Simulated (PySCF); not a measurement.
Dipole moment and polarisability of `[CH3][GeH2][C]#CC(=O)C=O`

C5H6GeO2.
Cartesian coordinates in Å at the GFN2-xTB level; atoms count from 1:
```xyz
14
C5H6GeO2 angstrom
C     -2.321   -0.345   -1.352
Ge    -1.693   -1.209    0.292
C      0.034   -0.522    0.722
C      1.128   -0.055    0.951
C      2.407    0.537    1.159
O      3.167    0.298    2.068
C      2.782    1.563    0.082
O      2.095    1.861   -0.851
H     -3.306   -0.708   -1.633
H     -2.376    0.732   -1.212
H     -1.632   -0.544   -2.170
H     -2.550   -0.923    1.488
H     -1.515   -2.691    0.167
H      3.778    2.007    0.266
```

Level: PBE0/def2-SVPD (PySCF), static field, nuclei fixed, core orbitals frozen in the response. The polarisability tensor in these axes (au):

```
x   124.43  20.80  18.62
y    20.80  81.11  -5.42
z    18.62  -5.42  86.62
```

Q: What are the eigenvalues, a third of the trace, and Δα (Δα² = ½Σ(αi − αj)² over the three pairs)?

A: Principal values 64.90, 89.69 and 137.57 au; mean 97.39 au = 14.43 Å³ = 16.06 × 10⁻⁴⁰ C²·m²/J; Δα = 63.99 au (66 % of the mean).

Q: What is the dipole moment, and where does it point?

A: (-2.39, -0.49, -1.21) D, 2.72 D in size, pointing from the negative to the positive side. Measured along this direction, the outermost atoms are H14 and O6 at the negative end and H9 at the positive end.

Q: What would n − 1 = 2πNα be for an ideal gas of these molecules at 400 K and 1 atm, electronic part alone?

A: N = p/kT = 1.8347 × 10¹⁹ cm⁻³, so n − 1 = 2π × N × 14.43 × 10⁻²⁴ cm³ = 1664 × 10⁻⁶ at long wavelengths, for an ideal gas.

Q: Rayleigh depolarisation ratio (linearly polarised light, static tensor)?

A: ρ = 3Δα²/(45ᾱ² + 4Δα²) = 12283.0/(426809 + 16377.3) = 0.0277.

Q: Sum over states: ᾱ = Σ f/ω², ω in Eh. What share falls to these 8 lowest TDDFT singlets (eV, f)? 2.61, 0.0000; 3.76, 0.0003; 4.27, 0.0001; 4.68, 0.1673; 5.42, 0.0005; 5.76, 0.0003; 6.16, 0.0066; 6.19, 0.0002.

A: They add up to 5.84 au, 6.0 % of the 97.39 au; the largest single term is 5.67 au, from the state at 4.68 eV. Terms in order: 0.00, 0.02, 0.00, 5.67, 0.01, 0.01, 0.13, 0.00 au. Higher excitations give the rest. The strengths listed sum to 0.175.

Q: Along which axes do the principal values lie, and how far do the nuclei extend along each?

A: Largest value along (0.90, 0.30, 0.30), where the nuclei span 7.80 Å; middle along (-0.05, -0.62, 0.78), 3.79 Å; least along (-0.42, 0.72, 0.54), 2.44 Å. The response follows the extents in order.

Q: Find the Langevin capture rate constant for NO+ (29.998 u) meeting this molecule (171.958 u), k = 2.342 × 10⁻⁹ cm³/s × √(α in Å³ / reduced mass in u).

A: The reduced mass is 25.54 u, so k = 1.76 × 10⁻⁹ cm³/s. The formula leaves out the permanent dipole, which adds to the capture rate.

One conformer (not necessarily the lowest) at the GFN2-xTB geometry, without solvent, vibrations or thermal averaging. The calculation is non-relativistic, for germanium too.
